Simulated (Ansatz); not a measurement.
Reaction (atomization): `OCNBF` → B• + C• + F• + 5 H• + N• + O•

Isolated molecules relaxed with PBE0-D4/def2-TZVP in Ansatz; ΔE leaves out vibrations. CCSD(T)/CBS is the MP2 limit (def2-TZVPP, def2-QZVPP) plus CCSD(T) − MP2 in def2-TZVPP, frozen cores. This one scheme is used for every species, atoms too. DFT in def2-TZVPP. No spin–orbit coupling; open shells (•) take unrestricted orbitals. Spin–orbit coupling would lower the free atoms: a little for B, C, F, O. One conformer a species, not always the lowest.

| level | ΔE (kcal/mol) |
| --- | --- |
| ωB97M-V | 953.8 |
| SCS-MP2/def2-TZVPP | 938.3 |
| MP2/def2-QZVPP | 960.9 |
| CCSD/CBS(def2) | 933.4 |

**Question.** What does CCSD(T)/CBS give? (An estimate is asked.)

**Answer.** The calculation gave: +947.8 kcal/mol. The listed levels differ from it by 6.0, -9.5, 13.1, -14.4 kcal/mol.

Largest T1 diagnostic among the species: 0.014.

In def2-TZVPP, CCSD(T) changes the Hartree–Fock value by +242.2 kcal/mol (the triples alone add +14.5 kcal/mol) and MP2 by +265.7 kcal/mol; breaking electron pairs costs correlation energy, which Hartree–Fock lacks. The D4 term adds +5.3 kcal/mol with B3LYP and +2.8 kcal/mol with PBE0; it sums over pairs of atoms, weighted by their polarisabilities, and B3LYP, whose exchange is more repulsive, gets the larger term. From PBE to PBE0 (25 % exact exchange), in def2-TZVPP and without D4, ΔE moves by −23.3 kcal/mol: exact exchange takes away binding that semilocal exchange gives to molecules.

B3LYP here is the variant with VWN-RPA as its local correlation; programs differ in this.

For atomizations the MP2-based limit and the directly extrapolated one differ by several kJ/mol either way, and by 10 to 25 for some Ge, Se and Sn compounds, so smaller differences from it don't rank the levels.
